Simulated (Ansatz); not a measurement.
Species: Ti, charge 2, triplet.

Total energies in aug-cc-pwCVTZ-DK, 10 correlated electrons, 5 frozen orbitals. UHF or UKS for unpaired electrons; spin-orbit terms are left out. The -DK rows use spin-free X2C, correlate 3s3p of the metal (1s2s2p frozen) and give its partners the cc-pVXZ-DK valence sets. Open-shell metal atoms are single determinants, not pure terms.

```json
[
 {"method": "HF", "program": "Ansatz", "energy (Eh)": "-852.07089", "minus CCSDT(Q) (mEh)": "347.57"},
 {"method": "MP2", "program": "Ansatz", "energy (Eh)": "-852.38948", "minus CCSDT(Q) (mEh)": "28.98"},
 {"method": "CCSD", "program": "Ansatz", "energy (Eh)": "-852.41029", "minus CCSDT(Q) (mEh)": "8.17"},
 {"method": "CCSD(T)", "program": "Ansatz", "energy (Eh)": "-852.41798", "minus CCSDT(Q) (mEh)": "0.48"},
 {"method": "CCSDT(Q)", "program": "Ansatz", "energy (Eh)": "-852.41846", "minus CCSDT(Q) (mEh)": "0.00"}
]
```

Ansatz is a quantum-chemistry and plane-wave program.
